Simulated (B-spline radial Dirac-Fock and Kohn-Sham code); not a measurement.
Dipole and non-dipole photoemission parameters of Nd 5s

System: the Nd atom, [Xe] 4f4 6s2; threshold 44.19 eV (orbital energy of the model). Level of theory: Dirac-Hartree-Slater photoionisation with a Latter tail; cross sections with all multipoles, angular parameters from the dipole term and its interference with E2; a radial finite-basis atomic code.

The run's input, task.json:

```json
{"items": [{
  "Z": 60,
  "q": 0,
  "cfg": [[1, 0, 2], [2, 0, 2], [2, 1, 6], [3, 0, 2], [3, 1, 6], [3, 2, 10], [4, 0, 2], [4, 1, 6], [4, 2, 10], [4, 3, 4], [5, 0, 2], [5, 1, 6], [6, 0, 2]],
  "A": 142,
  "rrms": 4.9123,
  "do": "xps",
  "hv": [54.7, 80, 90.5, 100, 172.0, 227.0, 236.0, 303.0, 355.0, 400, 405.0, 444.0, 446.0, 600, 718.0, 778.0, 800, 1000, 1040.0, 1253.6, 2070.0, 2360.0, 2984.4, 2990.0, 3530.0, 4220.0, 6400.0, 9450.0, 9970.0],
  "edges": {"K": 43569.0, "L1": 7126.0, "L2": 6722.0, "L3": 6208.0, "M1": 1575.0, "M2": 1403.0, "M3": 1297.0, "M4": 1003.3, "M5": 980.4, "N1": 319.2, "N2": 243.3, "N3": 224.6, "N4": 120.5, "N5": 120.5}
}]}
```

Launch: `python xray2_run.py task.json out`

For linearly polarised light dσ/dΩ = σ/(4π) [1 + β P₂(cos θ) + (δ + γ cos²θ) sin θ cos φ], with θ from the polarisation vector and φ the angle between the beam and the projection of the electron momentum on the plane normal to the polarisation.

| hν (eV) | σ (kb) | β | γ |
| --- | --- | --- | --- |
| 54.7 | 85.8 | 1.236 | -0.366 |
| 80 | 123 | 1.757 | -0.048 |
| 90.5 | 122 | 1.811 | 0.021 |
| 100 | 118 | 1.840 | 0.067 |
| 172 | 76.8 | 1.917 | 0.238 |
| 227 | 55.8 | 1.934 | 0.288 |
| 236 | 53.2 | 1.936 | 0.294 |
| 303 | ? | ? | ? |
| 355 | 31.1 | 1.951 | 0.338 |
| 400 | 26.2 | 1.954 | 0.343 |
| 405 | 25.8 | 1.955 | 0.343 |
| 444 | 22.6 | 1.957 | 0.344 |
| 446 | 22.5 | 1.957 | 0.344 |
| 600 | 14.5 | 1.963 | 0.335 |
| 718 | 11.0 | 1.966 | 0.317 |
| 778 | 9.73 | 1.968 | 0.306 |
| 800 | 9.31 | 1.968 | 0.302 |
| 1000 | 6.51 | 1.971 | 0.259 |
| 1040 | 6.11 | 1.971 | 0.251 |
| 1253.6 | 4.48 | 1.973 | 0.203 |
| 2070 | 1.88 | 1.978 | 0.047 |
| 2360 | 1.48 | 1.978 | 0.006 |
| 2984.4 | 0.967 | 1.980 | -0.060 |
| 2990 | 0.964 | 1.980 | -0.061 |
| 3530 | 0.708 | 1.981 | -0.097 |
| 4220 | 0.505 | 1.981 | -0.119 |
| 6400 | 0.225 | 1.983 | -0.077 |
| 9450 | 0.103 | 1.983 | 0.120 |
| 9970 | 0.0918 | 1.983 | 0.163 |

Problem. Give the values at 303 eV.

Solution. σ = 38.7 kb, β = 1.946, γ = 0.325. For an s subshell δ is negligible.

Values without a named source are computed, but for edge energies of neutral atoms, which are taken from tables.
